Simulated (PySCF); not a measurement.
Ag³⁺: ionisation energy

Ag³⁺ [Kr] 4d8 [4d3/2^4 4d5/2^4, M_J = 4] → Ag⁴⁺ [Kr] 4d7 [4d3/2^4 4d5/2^3, M_J = 9/2], as a difference of total energies. All numbers are calculated (PySCF 2.14, the two-component X2C-1e Hamiltonian, in x2c-TZVPall-2c (8s9p7d1f, 77 functions)). Correlated levels: [Ar] 3d10 frozen; the 6 highest virtual spinors dropped. "Screened" scales the spin-orbit matrix elements by Boettger's factors to mimic the two-electron term; Breit and QED terms are absent.

```csv
method,ionisation energy (eV)
GHF (spin-free),48.588
GMP2 (spin-free),49.696
GHF (screened spin-orbit),48.499
GMP2 (screened spin-orbit),49.604
```

How much does correlation contribute at GMP2 (screened spin-orbit)?

49.604 − (48.499) = 1.105 eV, measured against GHF (screened spin-orbit).

The spin-free rows relax to the high-spin LS determinant and lack the spin-orbit shift.

Errors of the correlated levels include the incompleteness of this basis and the frozen core.

The labels give the starting determinants; with spin-orbit coupling the two ends relaxed to ⟨J²⟩ = 20.01, ⟨L²⟩ = 12.08, ⟨S²⟩ = 2.00 and ⟨J²⟩ = 24.76, ⟨L²⟩ = 12.27, ⟨S²⟩ = 3.67.

For comparison: 49 ± 1.7 eV (theoretical estimate listed by NIST; NIST Atomic Spectra Database, ionization energies).
